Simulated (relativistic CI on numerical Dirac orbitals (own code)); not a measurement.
**Crystal-field levels of Ce³⁺, 4f**

Calculated by Dirac-Coulomb-Breit CI, orbitals from a KLI potential per configuration, model QED, one configuration in a parametric crystal field, unscaled Slater integrals (own radial code).

Field parameters in Wybourne normalisation. The field is a parameter set, without covalency.

S is read from ⟨S²⟩ = S(S + 1).

Levels (cm⁻¹, degeneracy): 0 (2), 378 (2), 428 (2), 2139 (2), 2441 (2), 2499 (2), 2706 (2).

Task: Which field gives this pattern?
A. C2v, B20 = -770, B22 = 120, B40 = -640, B42 = -110, B44 = -660, B60 = -300, B62 = -350, B64 = 520, B66 = 310 cm⁻¹
B. C2v, B20 = 550, B22 = -200, B40 = -540, B42 = 290, B44 = -770, B60 = -590, B62 = -110, B64 = -250, B66 = -690 cm⁻¹
C. C2v, B20 = -550, B22 = -60, B40 = -140, B42 = -240, B44 = 340, B60 = -220, B62 = 80, B64 = 490, B66 = 220 cm⁻¹
D. C2v, B20 = 70, B22 = -230, B40 = 640, B42 = 40, B44 = -570, B60 = -430, B62 = -160, B64 = -250, B66 = 700 cm⁻¹

Result: B. C2v, B20 = 550, B22 = -200, B40 = -540, B42 = 290, B44 = -770, B60 = -590, B62 = -110, B64 = -250, B66 = -690 cm⁻¹, ground level with S = 0.50.
